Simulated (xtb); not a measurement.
C₆H₁₈Si₂, charge +1, doublet, geometry from GFN2-xTB (a state made from the parent by changing its charge; the spin is typed, not shown lowest); GFN0-xTB run with xtb 6.7.1.

The xtb input:
```
$ xtb mol.xyz --gfn 0 --chrg 1 --uhf 1 --json

# file mol.xyz
26

C     -1.73694080    -0.74692457    -1.72829278
Si    -1.33539567    -0.22157629     0.04899257
C     -2.00789628     1.47261953     0.57185621
C     -1.46557744    -1.59052092     1.35473849
Si     1.32591254     0.21993936    -0.06371715
C      1.72461407     0.75245252     1.71204185
C      1.45862465     1.58337799    -1.37497967
C      1.99915905    -1.47635468    -0.57876097
H     -1.20605232    -1.64857425    -2.02011783
H     -1.50045032     0.02994374    -2.44977977
H     -2.79996268    -0.95723512    -1.82154815
H     -3.09134913     1.43105111     0.65763559
H     -1.62274273     1.78737040     1.53755677
H     -1.77418179     2.24855082    -0.15156824
H     -2.50730110    -1.86836191     1.49809590
H     -0.93234578    -2.49028070     1.06129439
H     -1.08341044    -1.27411555     2.32109835
H      2.78866784     0.95634355     1.80812366
H      1.19847245     1.65918825     1.99666659
H      1.48032046    -0.01868995     2.43704488
H      1.07929121     1.26259976    -2.34099485
H      0.92399758     2.48405326    -1.08701427
H      2.50057626     1.86134945    -1.51672101
H      1.61318170    -1.79635666    -1.54240907
H      1.76686763    -2.24876455     0.14886246
H      3.08248092    -1.43437143    -0.66603498
```

What the program printed (banner, timings and long lists left out):

```
   ID    Z sym.   atoms
    1    6 C      1, 3, 4, 6-8
    2   14 Si     2, 5
    3    1 H      9-26

           -------------------------------------------------
          |                Calculation Setup                |
           -------------------------------------------------

           -------------------------------------------------
          |                 G F N 0 - x T B                 |
           -------------------------------------------------

          ...................................................
          :                      SETUP                      :
          :.................................................:
          :  # basis functions                  80          :
          :  # atomic orbitals                  78          :
          :  # shells                           54          :
          :  # electrons                        49          :
          :  electronic temp.          300.0000000     K    :
          :  accuracy                    1.0000000          :
          :  -> integral cutoff          0.2500000E+02      :
          :  -> integral neglect         0.1000000E-07      :
          ...................................................

         :::::::::::::::::::::::::::::::::::::::::::::::::::::
         ::                     SUMMARY                     ::
         :::::::::::::::::::::::::::::::::::::::::::::::::::::
         :: total energy             -24.589132760952 Eh    ::
         :: gradient norm              0.028829334096 Eh/a0 ::
         :: HOMO-LUMO gap              2.360910010608 eV    ::
         ::.................................................::
         :: H0 energy                -26.166632548572 Eh    ::
         :: repulsion energy           0.427682263272 Eh    ::
         :: electrostat energy         1.159258166780 Eh    ::
         :: -> Gsolv                   0.000000000000 Eh    ::
         ::    -> Gsasa                0.000000000000 Eh    ::
         ::    -> Gshift               0.000000000000 Eh    ::
         :: dispersion energy         -0.009440642432 Eh    ::
         :: short-range corr.          0.000000000000 Eh    ::
         :: add. restraining           0.000000000000 Eh    ::
         :: total charge               1.000000000000 e     ::
         :::::::::::::::::::::::::::::::::::::::::::::::::::::

           -------------------------------------------------
          |                Property Printout                |
           -------------------------------------------------

    * Orbital Energies and Occupations

         #    Occupation            Energy/Eh            Energy/eV
      -------------------------------------------------------------
         1        2.0000           -0.6392581             -17.3951
       ...           ...                  ...                  ...
        13        2.0000           -0.5285777             -14.3833
        14        2.0000           -0.5254693             -14.2987
        15        2.0000           -0.5254547             -14.2983
        16        2.0000           -0.5248669             -14.2824
        17        2.0000           -0.5233680             -14.2416
        18        2.0000           -0.5233641             -14.2415
        19        2.0000           -0.5203496             -14.1594
        20        2.0000           -0.5176403             -14.0857
        21        2.0000           -0.4409853             -11.9998
        22        2.0000           -0.4409789             -11.9996
        23        2.0000           -0.4398560             -11.9691
        24        2.0000           -0.4398516             -11.9690
        25        1.0000           -0.3556046              -9.6765 (HOMO)
        26                         -0.2688428              -7.3156 (LUMO)
        27                         -0.2068225              -5.6279
        28                         -0.1994860              -5.4283
        29                         -0.1994533              -5.4274
[...]
     5  14 Si       3.225     0.597   163.641    25.835
     6   6 C        3.650    -0.720    44.614     9.700
     7   6 C        3.650    -0.720    44.612     9.699
     8   6 C        3.650    -0.720    44.612     9.699
     9   1 H        0.925     0.222     0.996     1.560
    10   1 H        0.925     0.222     0.996     1.560
    11   1 H        0.925     0.244     0.900     1.484
    12   1 H        0.925     0.244     0.900     1.484
    13   1 H        0.925     0.222     0.996     1.560
    14   1 H        0.925     0.222     0.995     1.560
    15   1 H        0.925     0.244     0.900     1.484
    16   1 H        0.925     0.222     0.996     1.560
    17   1 H        0.925     0.222     0.996     1.561
    18   1 H        0.925     0.244     0.900     1.484
    19   1 H        0.925     0.222     0.995     1.560
    20   1 H        0.925     0.221     0.997     1.561
    21   1 H        0.925     0.222     0.995     1.560
    22   1 H        0.925     0.222     0.996     1.561
    23   1 H        0.925     0.244     0.900     1.484
    24   1 H        0.925     0.221     0.996     1.561
    25   1 H        0.925     0.222     0.995     1.560
    26   1 H        0.925     0.244     0.900     1.484

 Mol. C6AA /au·bohr⁶  :       6823.681362
 Mol. C8AA /au·bohr⁸  :     238441.577151
 Mol. α(0) /au        :        137.493153

Wiberg/Mayer (AO) data.
largest (>0.10) Wiberg bond orders for each atom

 ---------------------------------------------------------------------------
     #   Z sym  total        # sym  WBO       # sym  WBO       # sym  WBO
 ---------------------------------------------------------------------------
     1   6 C    3.925 --     2 Si   0.975     9 H    0.956    10 H    0.956
                            11 H    0.950
     2  14 Si   3.764 --     3 C    0.975     1 C    0.975     4 C    0.975
                             5 Si   0.498
     3   6 C    3.925 --     2 Si   0.975    14 H    0.956    13 H    0.956
                            12 H    0.950
     4   6 C    3.925 --     2 Si   0.975    16 H    0.956    17 H    0.956
                            15 H    0.950
     5  14 Si   3.764 --     7 C    0.975     8 C    0.975     6 C    0.975
                             2 Si   0.498
     6   6 C    3.925 --     5 Si   0.975    19 H    0.956    20 H    0.956
                            18 H    0.950
     7   6 C    3.925 --     5 Si   0.975    21 H    0.956    22 H    0.956
                            23 H    0.950
     8   6 C    3.925 --     5 Si   0.975    25 H    0.956    24 H    0.956
                            26 H    0.950
     9   1 H    0.983 --     1 C    0.956
    10   1 H    0.983 --     1 C    0.956
    11   1 H    0.985 --     1 C    0.950
    12   1 H    0.985 --     3 C    0.950
    13   1 H    0.983 --     3 C    0.956
    14   1 H    0.983 --     3 C    0.956
    15   1 H    0.985 --     4 C    0.950
    16   1 H    0.983 --     4 C    0.956
    17   1 H    0.983 --     4 C    0.956
    18   1 H    0.985 --     6 C    0.950
    19   1 H    0.983 --     6 C    0.956
    20   1 H    0.983 --     6 C    0.956
    21   1 H    0.983 --     7 C    0.956
    22   1 H    0.983 --     7 C    0.956
    23   1 H    0.985 --     7 C    0.950
    24   1 H    0.983 --     8 C    0.956
    25   1 H    0.983 --     8 C    0.956
    26   1 H    0.985 --     8 C    0.950
 ---------------------------------------------------------------------------

Topologies differ in total number of bonds
Writing topology from bond orders to xtbtopo.mol

 dipole moment from electron density (au)
     X       Y       Z
  -0.0094  -0.0016  -0.0137  total (Debye):    0.042

           -------------------------------------------------
          | TOTAL ENERGY              -24.589132760952 Eh   |
          | GRADIENT NORM               0.028829334096 Eh/α |
          | HOMO-LUMO GAP               2.360910010608 eV   |
           -------------------------------------------------

normal termination of xtb
```
